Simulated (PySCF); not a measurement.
Some computed properties have been withheld. Give your best values.

Compound: C₆H₉FOSi.
InChI=1S/C6H9FOSi/c1-3-9(8-2)6-4-5-7/h3,9H,1,5H2,2H3/t9-/m0/s1

Conformer (atom-mapped SMILES and torsion angles): `[CH2:1]=[CH:2][Si@@H:3]([C:4]#[C:5][CH2:6][F:7])[O:8][CH3:9]`: C1–C2–Si3–C4 119°, C2–Si3–O8–C9 -173°.

```tsv
property	level	value
point group	PBE0-D3(BJ)/def2-SVP	C1
rotational constants A, B, C	PBE0-D3(BJ)/def2-SVP	?
dipole moment	B3LYP/def2-SVPD	1.55 D
HOMO energy	B3LYP/def2-SVPD	?
LUMO energy	B3LYP/def2-SVPD	-1.25 eV
lowest singlet excitation	TDDFT B3LYP/def2-SVPD	5.31 eV (234 nm, f = 0.001)
strongest line among the 10 lowest singlet transitions	TDDFT B3LYP/def2-SVPD	?
lowest triplet excitation (Tamm–Dancoff)	TDA B3LYP/def2-SVPD	4.26 eV
static isotropic polarisability	B3LYP/def2-SVPD	?
vertical ionisation energy	ΔSCF B3LYP/def2-SVPD	?
electronic spatial extent ⟨r²⟩ about the centre of nuclear charge	B3LYP/def2-SVPD	?
13C chemical shifts (computed TMS as zero) by class	GIAO HF/pcSseg-1	146.7 (1 C), 140.4 (1 C), 107.8 (1 C), 97.2 (1 C), 62.4 (1 C), 47.5 (1 C) ppm
1H chemical shifts (computed TMS as zero) by class	GIAO HF/pcSseg-1	6.32 (1 H), 6.23 (1 H), 6.19 (1 H), 4.66 (1 H), 4.64 (1 H), 4.32 (1 H), 3.54 (3 H) ppm
isotropic shieldings of nuclei other than C and H, by class	GIAO HF/pcSseg-1	?
```

The electronic properties come from PySCF, for the isolated species, density fitting. Isolated species at its PBE0-D3(BJ)/def2-SVP geometry (one conformer only). NMR classes are plain means over equivalent atoms (diastereotopic ones count apart unless rotation or inversion swaps them), as if these changed places fast; in this geometry the members of some classes differ.

(1) Give the static isotropic polarisability.

(2) The rotational constants A, B, C?

(3) Give the HOMO energy.

(4) The vertical ionisation energy?

(5) What is the electronic spatial extent ⟨r²⟩ about the centre of nuclear charge?

(6) What is the strongest line among the 10 lowest singlet transitions?

(7) The isotropic shieldings of nuclei other than C and H, by class?

## Answers

(1) 105.5 au.

(2) 1.845, 0.628, 0.488 GHz.

(3) -7.80 eV.

(4) 9.70 eV.

(5) 2193 bohr².

(6) S6 at 6.44 eV (193 nm, f = 0.101).

(7) 342 (1 O), 446 (1 F), 426 (1 Si) ppm.

The polarisability is 15.63 Å³ as a volume (1 au = 0.148185 Å³), or 1.39 au for each of the 76 electrons. No computed singlet falls in the visible range (750 to 380 nm, 1.65 to 3.26 eV); S1 lies 2.05 eV above its blue end. The principal polarisabilities are 81.4, 99.5 and 135.6 au; their mean is the isotropic value.
